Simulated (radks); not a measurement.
The nuclear charge of the molybdenum ion Mo2+ is varied continuously with 40 electrons held in [Kr] 4d4. Calculated with a radial shooting solver on a logarithmic mesh with Libxc functionals: scalar-relativistic Kohn-Sham, r2SCAN, spin-polarised, spherical densities, finite nucleus; open shells are filled with parallel spins first (spin-orbit coupling, left out, can overturn this in heavy ions); meta-GGA in the generalised Kohn-Sham scheme; Fermi nuclear charge, rms radius 4.4091 fm. By the Hellmann-Feynman theorem dE/dZ = E(electron-nucleus)/Z, the electronic potential at the nucleus (averaged over a nucleus of fixed radius). The scalar-relativistic energy here is not variational (the density holds large components alone), so the two differ by a part that grows with Z.

Z = 41.5: E (hartree) -3933.30525; E(electron-nucleus)/Z (hartree) -227.959; HOMO 4d; e(HOMO) (eV) -15.771; <r> HOMO (bohr) 1.835
Z = 42: E (hartree) -4048.47279; E(electron-nucleus)/Z (hartree) -231.666; HOMO 4d; e(HOMO) (eV) -22.102; <r> HOMO (bohr) 1.700
Z = 42.5: E (hartree) -4165.50502; E(electron-nucleus)/Z (hartree) -235.373; HOMO 4d; e(HOMO) (eV) -29.107; <r> HOMO (bohr) 1.591
Z = 43: E (hartree) -4284.40237; E(electron-nucleus)/Z (hartree) -239.080; HOMO 4d; e(HOMO) (eV) -36.734; <r> HOMO (bohr) 1.501

The central difference of E at Z = 42 is -232.200 hartree, to compare with the third column; the second derivative is -7.46 hartree.
